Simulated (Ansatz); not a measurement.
Worked example: C2H2FI + C2H3I → C2HFI2 + C2H4

Species: C2H2FI `F/C=C/I`, singlet; C2H3I (vinyl iodide) `C=CI`, singlet; C2HFI2 `F/C(I)=C\I`, singlet; C2H4 (ethylene) `C=C`, singlet. The partners trade H for I; both sit on C, so the bond types are kept.

Shapes, held fixed at every level: PBE0-D4/def2-TZVP. Programs: Ansatz 0.2.0. The zero-point and thermal change to 298 K, harmonic and unscaled (PBE0-D4/def2-TZVP), is -0.5 kJ/mol.

At CCSD(T)/def2-TZVPP; 1 Eh = 2625.50 kJ/mol:

| species | energy (Eh) |
| --- | --- |
| C2H2FI | -474.113217 |
| C2H3I | -374.980574 |
| C2HFI2 | -770.650821 |
| C2H4 | -78.439959 |

Task: Work out ΔH(298 K) of the reaction at this level.

Result: 
1. Products less reactants: (-770.650821) + (-78.439959) − [(-474.113217) + (-374.980574)] = 0.003011 Eh = +7.9 kJ/mol.
2. With the thermal change: +7.9 + (-0.5) = +7.4 kJ/mol.

Other levels give +4.7 (MP2/def2-SVP) to +19.4 kJ/mol (HF/def2-SVP). No measured value is set beside it here. For atoms past krypton def2 sets carry core potentials with scalar relativity. Outer-core shells of I are correlated in most correlated rows, in sets that cover them unevenly.
